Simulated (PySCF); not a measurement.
C2H9FOSi2, SMILES F[Si@H](C[SiH3])CO.

Geometry: B3LYP-D3(BJ)/def2-SVP. The structure was generated by enumeration; whether it is a known compound was not checked. One conformer was computed; it need not be the lowest.

Two levels are set side by side: TDA-PBE/def2-SVPD (PySCF) and TDA-PBE0/def2-SVPD (PySCF). Vertical, same geometry. The lowest singlet is HOMO→LUMO 99 % with PBE and HOMO→LUMO 89 % with the other functional; states are paired by order. Differences are taken from unrounded values.

| quantity | TDA-PBE0 | TDA-PBE | TDA-PBE minus TDA-PBE0 |
|---|---|---|---|
| lowest singlet excitation (eV) | 6.32 | 5.35 | -0.97 |
| lowest triplet excitation (TDA) (eV) | 5.93 | 5.08 | -0.85 |

A lower first singlet is the usual sign of a functional without exact exchange. Differences between two approximate levels are no errors against the true value.

Rough cost on one machine, each run with all the roots and properties that it gave: TDA-PBE0 against TDA-PBE about 3 times.
